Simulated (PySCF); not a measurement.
**Telling isomers of C$_{7}$H$_{6}$N$_{2}$O apart by NMR**

One computed conformer, non-relativistic, one averaged value for each set of equivalent atoms, in vacuum. σ from GIAO-PBE0/pcSseg-1; geometry: GFN2-xTB; PySCF.

References, each an isolated molecule treated in the same way: ¹H (31.72 ppm) and ¹³C (186.93 ppm) against TMS. Where no couplings were computed, multiplicities follow the n + 1 count of equivalent neighbours, and m marks all less simple cases (inequivalent or close neighbours, rings, F or P nearby). Shifts are as computed. Against solution values, carbons near 30 ppm lie about +3 ppm off and those near 130 ppm about +5 ppm. Of 1211 compounds with measured shifts, 218 miss one by over three times the rms of a fit or turn the order of signals round; such compounds aren't used in these exercises. OH and NH positions are gas-phase values without hydrogen bonding to other molecules.

(1) Tabulate the signals of `Nc1cc2ccncc2o1`, `c1ccn(-c2ncco2)c1`, `N#Cc1nocc1C1CC1`, `C#Cc1cnncc1OC` and their relative energies.

(2) What is the quickest way to tell Nc1cc2ccncc2o1 from c1ccn(-c2ncco2)c1?

(3) What is the quickest way to tell Nc1cc2ccncc2o1 from C#Cc1cnncc1OC?

(4) What is the quickest way to tell c1ccn(-c2ncco2)c1 from N#Cc1nocc1C1CC1?

Answers

(1) 
| SMILES | carbon types | δC | δH | E rel. (kcal/mol) |
| --- | --- | --- | --- | --- |
| Nc1cc2ccncc2o1 | 3×C 4×CH | 165.8, 153.6, 148.7, 144.2, 135.4, 116.7, 83.2 | 8.77 (s, 1H), 8.61 (d, 1H), 7.40 (d, 1H), 5.68 (m, 1H), 3.95 (br s, 2H) | 0.0 |
| c1ccn(-c2ncco2)c1 | 1×C 6×CH | 160.6, 139.2, 135.7, 122.1, 118.0 | 7.55 (m, 2H), 7.51 (m, 1H), 7.37 (m, 1H), 6.55 (m, 2H) | 13.7 |
| N#Cc1nocc1C1CC1 | 3×C 2×CH 2×CH2 | 158.2, 144.7, 140.9, 116.1, 17.4, 7.0 | 8.09 (s, 1H), 1.92 (m, 1H), 1.36 (m, 2H), 0.57 (m, 2H) | 64.8 |
| C#Cc1cnncc1OC | 3×C 3×CH 1×CH3 | 164.6, 156.9, 139.0, 113.2, 99.8, 81.0, 56.3 | 9.35 (s, 1H), 9.16 (s, 1H), 4.14 (s, 3H), 3.28 (s, 1H) | 79.2 |

Energies are electronic energies at PBE0/pcSseg-1 on these geometries, without zero-point or thermal terms, each for the one conformer computed, which needn't be the lowest.

(2) Count the carbon signals: 7 against 5. The first has an aromatic CH at 83.2 ppm, the second an aromatic CH next to a ring nitrogen at 122.1 ppm. Their most deshielded carbons lie at 165.8 and 160.6 ppm. In the proton spectra the most deshielded non-exchanging signals are 8.77 (s, 1H) and 7.55 (m, 2H).

(3) Both give the same number of carbon signals, but DEPT or the intensities differ. The first has a ring-fusion aromatic carbon (C) at 144.2 ppm, the second an alkyne carbon (C) at 81.0 ppm. Their most deshielded carbons lie at 165.8 and 164.6 ppm. In the proton spectra the most deshielded non-exchanging signals are 8.77 (s, 1H) and 9.35 (s, 1H).

(4) Count the carbon signals: 5 against 6. The first has an aromatic CH at 118.0 ppm, the second a three-membered-ring carbon (CH2) at 17.4 ppm. Their most deshielded carbons lie at 160.6 and 158.2 ppm. In the proton spectra the most deshielded non-exchanging signals are 7.55 (m, 2H) and 8.09 (s, 1H).
